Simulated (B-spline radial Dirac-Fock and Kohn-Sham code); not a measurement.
# Electron momentum distribution of Er⁴⁵⁺: Compton profiles

System: Er⁴⁵⁺, configuration [Ar] 3d5.

Input of the calculation (task.json; shells as n, l, electrons):

```json
{"items": [{
  "Z": 68,
  "q": 45,
  "cfg": [[1, 0, 2], [2, 0, 2], [2, 1, 6], [3, 0, 2], [3, 1, 6], [3, 2, 5]],
  "A": 166,
  "rrms": 5.2516,
  "do": ["scatter"],
  "s": [0.0, 0.05, 0.1, 0.15, 0.2, 0.25, 0.3, 0.35, 0.4, 0.45, 0.5, 0.6, 0.7, 0.8, 0.9, 1.0, 1.1, 1.2, 1.4, 1.6, 1.8, 2.0, 2.5, 3.0, 3.5, 4.0, 5.0, 6.0],
  "pz": [0, 0.1, 0.2, 0.3, 0.4, 0.5, 0.6, 0.8, 1.0, 1.2, 1.4, 1.6, 1.8, 2.0, 2.5, 3.0, 4.0, 5.0, 7.0, 10.0, 15.0, 20.0, 30.0, 40.0, 60.0, 100.0],
  "hv_scatter": [1000, 2000, 8047.8, 10000, 17479.3, 20000, 30000, 1000000]
}]}
```

Command: `python xray_run.py task.json out`

These are calculated numbers from a radial B-spline solver; the model is the impulse approximation on relativistic Hartree-Fock (Dirac-Fock) wave functions, averaged over the configuration. pz is in atomic units of momentum; subshell profiles are per electron, for a selection of subshells; open shells are spread over both j values by their weights.

| pz | J total | J 2p3/2 | J 3p3/2 | J 3d3/2 | J 3d5/2 |
| --- | --- | --- | --- | --- | --- |
| 4 | 0.7704 | 0.0212 | 0.0483 | 0.0333 | 0.0339 |
| 5 | 0.7204 | 0.0212 | 0.0449 | 0.0331 | 0.0336 |
| 7 | 0.6043 | 0.0208 | 0.0343 | 0.0317 | 0.0321 |
| 10 | 0.4325 | 0.0198 | 0.0169 | 0.0265 | 0.0266 |
| 15 | 0.2427 | 0.0163 | 0.00361 | 0.0141 | 0.0139 |
| 20 | 0.1472 | 0.0118 | 0.00235 | 0.00588 | 0.00561 |
| 30 | 0.06162 | 0.00488 | 0.00161 | 0.000860 | 0.000778 |
| 40 | 0.02918 | 0.00178 | 0.000639 | 0.000144 | 0.000123 |
| 60 | 0.009058 | 0.000256 | 8.77e-05 | 7.55e-06 | 5.78e-06 |
| 100 | 0.001647 | 1.21e-05 | 3.81e-06 | < 1e-6 | < 1e-6 |

Q: What is the peak value J(0), and which subshell contributes most to it?

A: J(0) = 0.8658. The 3p3/2 subshell gives the largest part, 24 %.

Mean momentum ⟨p⟩ by subshell (a.u.): 1s1/2 68.1, 2s1/2 24.5, 2p1/2 32.4, 2p3/2 29.4, 3s1/2 13.1, 3p1/2 15.6, 3p3/2 14.7, 3d3/2 17.6, 3d5/2 17.3.
